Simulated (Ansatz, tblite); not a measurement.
Forces on B8H13⁻ at its r2SCAN-D4/def2-SVPD geometry. The state is a singlet with charge -1.

The xTB rows come from tblite. Another isomer (singlet) lies 1.45 eV lower at PBE0-D4/def2-TZVPD; other spin states weren't run for this one.

GFN1-xTB (tblite), largest force 1.55 eV/Å:

```xyz
21
positions Å, forces eV/Å
B    -1.283    0.701    0.702   -1.218    0.088    0.122
B     0.208   -1.587   -0.841    0.264   -0.591   -0.339
B     0.467    1.179    0.352    0.999    0.328    1.137
B    -1.245   -0.414   -0.951   -1.205   -0.107   -0.161
B    -0.757    1.205   -0.829   -0.469    0.430   -0.308
B     0.504    0.129   -1.210    1.018   -0.897   -0.709
B     0.141    0.185    1.795    0.243    0.103    0.676
B     1.723   -0.114    0.113    0.748    0.735   -0.469
H     0.447   -2.236    0.151    0.124    0.071   -0.444
H    -2.075   -0.588   -1.812    0.122   -0.092    0.154
H     2.681    0.528   -0.306    0.139   -0.230    0.161
H    -2.142    1.422    1.155    0.123   -0.175    0.036
H     0.396   -0.974    2.027    0.114    0.444    0.101
H    -1.248    2.106   -1.449    0.100   -0.279    0.191
H     1.024    0.413   -2.263   -0.044   -0.152    0.217
H     0.962    2.271    0.503   -0.046   -0.259    0.055
H     0.132    0.879    2.794   -0.035   -0.229   -0.076
H    -1.116   -1.504   -0.308   -0.430    0.186   -0.286
H     0.243   -2.250   -1.860   -0.039   -0.016    0.240
H     2.106   -1.048    0.761   -0.072    0.323   -0.223
H    -1.167   -0.301    1.476   -0.435    0.321   -0.076
```

GFN2-xTB (tblite), largest force 1.02 eV/Å:

```
B -0.484 -0.138 -0.181
B 0.049 -0.387 -0.221
B 0.217 -0.081 0.379
B -0.486 0.105 0.186
B -0.075 -0.356 0.229
B 0.211 -0.366 -0.067
B 0.036 0.069 0.438
B 0.555 0.720 -0.471
H 0.170 -0.114 -0.575
H 0.081 -0.075 0.182
H 0.063 -0.420 0.292
H 0.084 -0.198 0.009
H 0.151 0.495 0.325
H 0.182 -0.211 0.149
H -0.059 -0.136 0.167
H -0.059 -0.206 0.058
H 0.062 -0.400 -0.095
H -0.455 0.544 -0.577
H 0.054 -0.062 0.407
H 0.162 0.494 -0.334
H -0.461 0.724 -0.300
```

PBE-D4/def2-TZVPD (Ansatz), largest force 0.08 eV/Å:

```
B 0.042 0.016 -0.032
B -0.009 0.056 -0.003
B 0.002 -0.034 -0.005
B 0.045 0.033 -0.002
B 0.019 -0.027 0.017
B -0.001 -0.005 0.029
B -0.002 0.024 -0.048
B -0.041 0.020 -0.012
H -0.005 0.030 -0.038
H 0.055 0.017 0.062
H -0.047 -0.031 0.022
H 0.058 -0.051 -0.036
H -0.006 0.048 -0.015
H 0.025 -0.058 0.040
H -0.027 -0.012 0.049
H -0.026 -0.051 -0.009
H -0.003 -0.036 -0.060
H -0.020 -0.019 0.002
H -0.005 0.042 0.057
H -0.035 0.046 -0.033
H -0.020 -0.009 0.016
```
